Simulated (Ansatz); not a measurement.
`O[SiH](O)C[SiH2]F`. Total charge 0; spin multiplicity 1. All single points use the PBE0-D4/def2-TZVP geometry. It is one conformer, not always the lowest.

```xyz
13

O     0.350   -0.746   -1.984
Si    1.061   -0.599   -0.515
O     0.697   -1.835    0.508
C     0.459    0.915    0.388
Si   -1.359    0.881    0.750
F    -2.110    0.273   -0.546
H    -0.606   -0.643   -1.999
H     2.512   -0.564   -0.813
H     0.913   -2.725    0.229
H     0.698    1.799   -0.212
H     0.999    1.001    1.337
H    -1.926    2.236    0.958
H    -1.686    0.007    1.899
```

(1) What is the dipole moment at B3LYP/def2-TZVPP? (Best estimate.)

(2) And with PBE, r2SCAN, ωB97M-V? (Estimate.)

(3) Give the Mulliken charges with B3LYP, ωB97M-V, PBE in def2-TZVPP. (An estimate is asked.)

Results:

(1) Computed: 1.15 D, with components (0.53, 0.20, 1.00) D in this frame, pointing from negative to positive charge.

(2) Computed: PBE 1.05 D, r2SCAN 1.08 D, ωB97M-V 1.11 D.

(3) Computed: 
```json
{"atom": "O1", "B3LYP": "-0.40", "ωB97M-V": "-0.39", "PBE": "-0.36"}
{"atom": "Si2", "B3LYP": "0.63", "ωB97M-V": "0.58", "PBE": "0.51"}
{"atom": "O3", "B3LYP": "-0.39", "ωB97M-V": "-0.37", "PBE": "-0.35"}
{"atom": "C4", "B3LYP": "-0.36", "ωB97M-V": "-0.46", "PBE": "-0.32"}
{"atom": "Si5", "B3LYP": "0.56", "ωB97M-V": "0.50", "PBE": "0.48"}
{"atom": "F6", "B3LYP": "-0.36", "ωB97M-V": "-0.34", "PBE": "-0.31"}
{"atom": "H7", "B3LYP": "0.20", "ωB97M-V": "0.19", "PBE": "0.20"}
{"atom": "H8", "B3LYP": "-0.11", "ωB97M-V": "-0.06", "PBE": "-0.10"}
{"atom": "H9", "B3LYP": "0.18", "ωB97M-V": "0.17", "PBE": "0.19"}
{"atom": "H10", "B3LYP": "0.11", "ωB97M-V": "0.13", "PBE": "0.11"}
{"atom": "H11", "B3LYP": "0.10", "ωB97M-V": "0.13", "PBE": "0.10"}
{"atom": "H12", "B3LYP": "-0.08", "ωB97M-V": "-0.04", "PBE": "-0.08"}
{"atom": "H13", "B3LYP": "-0.08", "ωB97M-V": "-0.03", "PBE": "-0.07"}
```

B3LYP here is the variant with VWN-RPA as its local correlation; programs differ in this.
